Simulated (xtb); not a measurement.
C4H7O2 (SMILES [CH]1COCCO1), doublet, geometry from GFN2-xTB, atoms displaced at random by about 0.02 Å a coordinate; GFN1-xTB (xtb).

xtb was given this input:
```
$ xtb mol.xyz --gfn 1 --uhf 1 --opt vtight --json

# file mol.xyz
13

C      0.60655590     1.24907931     0.16632130
C      1.40747437     0.03822909    -0.20010285
O      0.63379428    -1.03056640    -0.71015501
C     -0.47911265    -1.23302546     0.03188494
C     -1.39147678     0.01029570     0.03864781
O     -0.68582341     1.10225311     0.59744106
H      1.06900090     2.10066924     0.62499397
H      1.94031043    -0.31548922     0.70486158
H      2.16536720     0.29794662    -0.93397962
H     -1.03542366    -2.07520316    -0.40868000
H     -0.26474547    -1.49323631     1.05887498
H     -1.65890799     0.27309235    -0.97432359
H     -2.31427848    -0.07983998     0.62592492
```

The log (banner, timings and long lists left out):

```
   ID    Z sym.   atoms
    1    6 C      1, 2, 4, 5
    2    8 O      3, 6
    3    1 H      7-13

           -------------------------------------------------
          |                Calculation Setup                |
           -------------------------------------------------

           -------------------------------------------------
          |                 G F N 1 - x T B                 |
           -------------------------------------------------

          ...................................................
          :                      SETUP                      :
          :.................................................:
          :  # basis functions                  38          :
          :  # atomic orbitals                  38          :
          :  # shells                           26          :
          :  # electrons                        35          :
          :  # halogen bonds                     0          :
          :  max. iterations                   250          :
          :  Hamiltonian                  GFN1-xTB          :
          :  restarted?                      false          :
          :  GBSA solvation                  false          :
          :  PC potential                    false          :
          :  electronic temp.          300.0000000     K    :
          :  accuracy                    1.0000000          :
          :  -> integral cutoff          0.2500000E+02      :
          :  -> integral neglect         0.1000000E-07      :
          :  -> SCF convergence          0.1000000E-05 Eh   :
          :  -> wf. convergence          0.2000000E-04 e    :
          :  Broyden damping             0.4000000          :
          :  net charge                          0          :
          :  unpaired electrons                  1          :
          ...................................................

 iter      E             dE          RMSdq      gap      omega  full diag
   1    -21.6776605 -0.216777E+02  0.775E+00    4.50       0.0  T
   2    -21.7327951 -0.551346E-01  0.469E+00    4.93       1.0  T
   3    -21.7332721 -0.476956E-03  0.878E-01    5.15       1.0  T
   4    -21.7340787 -0.806638E-03  0.344E-02    5.10       1.0  T
   5    -21.7340914 -0.127407E-04  0.780E-03    5.08       3.6  T
   6    -21.7340919 -0.454934E-06  0.132E-03    5.07      21.0  T
   7    -21.7340919 -0.724903E-08  0.329E-04    5.07      84.3  T
   8    -21.7340919 -0.536215E-09  0.255E-05    5.07    1087.0  T
   9    -21.7340919 -0.171951E-11  0.741E-06    5.07    3744.5  T

   *** convergence criteria satisfied after 9 iterations ***

         :::::::::::::::::::::::::::::::::::::::::::::::::::::
         ::                     SUMMARY                     ::
         :::::::::::::::::::::::::::::::::::::::::::::::::::::
         :: total energy             -21.554954054310 Eh    ::
         :: gradient norm              0.070502748889 Eh/a0 ::
         :: HOMO-LUMO gap              5.074944273774 eV    ::
         ::.................................................::
         :: SCC energy               -21.734091900766 Eh    ::
         :: -> electrostatic           0.068215431143 Eh    ::
         :: repulsion energy           0.183380976064 Eh    ::
         :: dispersion energy         -0.004243129607 Eh    ::
         :: halogen bond corr.         0.000000000000 Eh    ::
         :: add. restraining           0.000000000000 Eh    ::
         :: total charge               0.000000000000 e     ::
         :::::::::::::::::::::::::::::::::::::::::::::::::::::

      -----------------------------------------------------------
     |                   =====================                   |
     |                        A N C O P T                        |
     |                   =====================                   |
     |               Approximate Normal Coordinate               |
     |                Rational Function Optimizer                |
[...]
 * total energy  :   -21.5549541 Eh     change       -0.5222489E-12 Eh
 * total energy  :   -21.5589511 Eh     change       -0.3997093E-02 Eh
 * total energy  :   -21.5595810 Eh     change       -0.6298236E-03 Eh
 * total energy  :   -21.5596626 Eh     change       -0.8161103E-04 Eh
 * total energy  :   -21.5596826 Eh     change       -0.2004680E-04 Eh
 * total energy  :   -21.5596911 Eh     change       -0.8504163E-05 Eh
 * total energy  :   -21.5596963 Eh     change       -0.5202877E-05 Eh
 * total energy  :   -21.5596992 Eh     change       -0.2856564E-05 Eh
 * total energy  :   -21.5597000 Eh     change       -0.8326780E-06 Eh
 * total energy  :   -21.5597003 Eh     change       -0.3020557E-06 Eh
 * total energy  :   -21.5597005 Eh     change       -0.1458437E-06 Eh
 * total energy  :   -21.5597005 Eh     change       -0.6412762E-07 Eh
   *** GEOMETRY OPTIMIZATION CONVERGED AFTER 12 ITERATIONS ***
         :: total energy             -21.559700537129 Eh    ::
[...]
        13        2.0000           -0.5204782             -14.1629
        14        2.0000           -0.5114848             -13.9182
        15        2.0000           -0.4902744             -13.3410
        16        2.0000           -0.4712458             -12.8233
        17        2.0000           -0.4406651             -11.9911
        18        1.0000           -0.3196784              -8.6989 (HOMO)
        19                         -0.1282958              -3.4911 (LUMO)
        20                         -0.1204089              -3.2765
        21                         -0.1149777              -3.1287
        22                         -0.0882249              -2.4007
        23                         -0.0854657              -2.3256
        24                         -0.0753058              -2.0492
        25                         -0.0597436              -1.6257
        26                          0.0464523               1.2640
        27                          0.0713557               1.9417
        28                          0.0880903               2.3971
        29                          0.0969377               2.6378
       ...                                ...                  ...
        38                          0.3854798              10.4894
      -------------------------------------------------------------
                  HL-Gap            0.1913826 Eh            5.2078 eV
             Fermi-level           -0.3020794 Eh           -8.2200 eV

  Mulliken/CM5 charges         n(s)   n(p)   n(d)
     1C     0.09983  0.06934   1.043  2.857  0.000
     2C     0.18861  0.11561   0.994  2.817  0.000
     3O    -0.45993 -0.55657   1.686  4.774  0.000
     4C     0.18320  0.10600   0.995  2.822  0.000
     5C     0.17902  0.10213   0.997  2.824  0.000
     6O    -0.39878 -0.48738   1.688  4.711  0.000
     7H     0.02462  0.08811   0.975  0.000  0.000
     8H     0.02751  0.08885   0.972  0.000  0.000
     9H     0.03202  0.09538   0.968  0.000  0.000
    10H     0.03226  0.09558   0.968  0.000  0.000
    11H     0.02486  0.08875   0.975  0.000  0.000
    12H     0.03557  0.09984   0.964  0.000  0.000
    13H     0.03122  0.09436   0.969  0.000  0.000

Wiberg/Mayer (AO) data.
largest (>0.10) Wiberg bond orders for each atom

 ---------------------------------------------------------------------------
     #   Z sym  total        # sym  WBO       # sym  WBO       # sym  WBO
 ---------------------------------------------------------------------------
     1   6 C    3.272 --     6 O    1.142     2 C    1.025     7 H    0.979
     2   6 C    3.920 --     1 C    1.025     9 H    0.964     3 O    0.946
                             8 H    0.941
     3   8 O    2.023 --     4 C    0.952     2 C    0.946
     4   6 C    3.927 --     5 C    0.986    10 H    0.975    11 H    0.972
                             3 O    0.952
     5   6 C    3.914 --     4 C    0.986    13 H    0.977    12 H    0.967
                             6 O    0.936
     6   8 O    2.178 --     1 C    1.142     5 C    0.936
     7   1 H    1.016 --     1 C    0.979
     8   1 H    1.009 --     2 C    0.941
     9   1 H    1.028 --     2 C    0.964
    10   1 H    1.017 --     4 C    0.975
    11   1 H    1.006 --     4 C    0.972
    12   1 H    1.011 --     5 C    0.967
    13   1 H    1.016 --     5 C    0.977
 ---------------------------------------------------------------------------

Topologies differ in total number of bonds
Writing topology from bond orders to xtbtopo.mol

 dipole moment from electron density (au)
     X       Y       Z
  -0.0986  -0.2881   0.3408  total (Debye):    1.162

optimized geometry written to: xtbopt.xyz

           -------------------------------------------------
          | TOTAL ENERGY              -21.559700537129 Eh   |
          | GRADIENT NORM               0.000031236161 Eh/α |
          | HOMO-LUMO GAP               5.207786236423 eV   |
           -------------------------------------------------
```
